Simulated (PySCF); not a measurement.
Work out the structure from these simulated measurements.

Formula: C6H12O2SSi.

| Property | Result |
| --- | --- |
| 1H NMR | chemical shifts (computed TMS as zero) by class: 5.06 (3 H), 3.01 (1 H), 2.94 (1 H), 2.93 (1 H), 1.94 (1 H), 1.89 (1 H), 1.85 (1 H), 1.83 (1 H), 1.69 (1 H), 1.62 (1 H) ppm [GIAO PBE0/pcSseg-1] |
| Rotational structure | rotational constants A, B, C: 1.750, 0.895, 0.787 GHz [GFN2-xTB] |
| Dipole | 3.49 D [PBE0/pcSseg-1] |
| 13C NMR | chemical shifts (computed TMS as zero) by class: 107.8 (1 C), 66.4 (1 C), 32.3 (1 C), 32.0 (1 C), 28.7 (1 C), 23.2 (1 C) ppm [GIAO PBE0/pcSseg-1] |
| NMR, other nuclei | isotropic shieldings of nuclei other than C and H, by class: 292 (1 O), 296 (1 O), 387 (1 Si), 176 (1 S) ppm [GIAO PBE0/pcSseg-1] |

Electronic properties: PySCF, gas phase, density fitting. Levels stand in brackets. One conformer (not necessarily the lowest) at the GFN2-xTB geometry, without solvent, vibrations or thermal averaging. NMR classes are plain means over equivalent atoms (diastereotopic ones count apart unless rotation or inversion swaps them), as if these changed places fast.

Task: Propose a structure and show how it fits.

Result: Numbering: `[O:1]=[S@@:2]1[C@H:3]2[CH2:4][CH2:5][C@:6]1([O:7][SiH3:8])[CH2:9][CH2:10]2`. 6 carbons fall into 6 classes; from least to most shielded: ring sp3 carbon bound to oxygen [C6] (107.8 ppm), ring sp3 carbon bound to sulfur [C3] (66.4 ppm), ring CH2 carbon [C5] (32.3 ppm), ring CH2 carbon [C9] (32.0 ppm), ring CH2 carbon [C10] (28.7 ppm), ring CH2 carbon [C4] (23.2 ppm). Hydrogen classes from least to most shielded: 3 H on an oxygen-bound silicon, Si8 (5.06 ppm), 1 H on a ring CH2 carbon, C9 (3.01 ppm), 1 H on a ring CH2 carbon, C10 (2.94 ppm), 1 H on an sp3 carbon bound to sulfur, C3 (2.93 ppm), 1 H on a ring CH2 carbon, C5 (1.94 ppm), 1 H on a ring CH2 carbon, C10 (1.89 ppm), 1 H on a ring CH2 carbon, C4 (1.85 ppm), 1 H on a ring CH2 carbon, C5 (1.83 ppm), 1 H on a ring CH2 carbon, C9 (1.69 ppm), 1 H on a ring CH2 carbon, C4 (1.62 ppm). The other shieldings belong to: 292 ppm, sulfinyl oxygen [O1]; 296 ppm, silyl ether oxygen [O7]; 387 ppm, oxygen-bound silicon [Si8]; 176 ppm, sulfinyl sulfur [S2]. The optimised geometry has point group C1 and is an asymmetric top. Structure: `O=[S@@]1[C@H]2CC[C@]1(O[SiH3])CC2`. Computed isomers that give other values at the same levels: `CO[C@@H]1[Si@@H](SC)[C@@]1(C)C=O` (13C chemical shifts (computed TMS as zero) by class: 203.4 (1 C), 83.4 (1 C), 64.9 (1 C), 49.8 (1 C), 14.5 (1 C), 11.0 (1 C) ppm); `C[S@@](=O)[C@H]1C[C@H](C=O)C[SiH2]1` (13C chemical shifts (computed TMS as zero) by class: 207.2 (1 C), 62.5 (1 C), 52.1 (1 C), 46.4 (1 C), 37.6 (1 C), 10.3 (1 C) ppm); `CS/C=C(\C)C[SiH2]C(=O)O` (13C chemical shifts (computed TMS as zero) by class: 185.7 (1 C), 135.4 (1 C), 128.4 (1 C), 23.1 (1 C), 21.3 (1 C), 21.3 (1 C) ppm). The assignments are read from this structure; whether some other isomer fits the data as well wasn't checked. The mirror image fits equally.
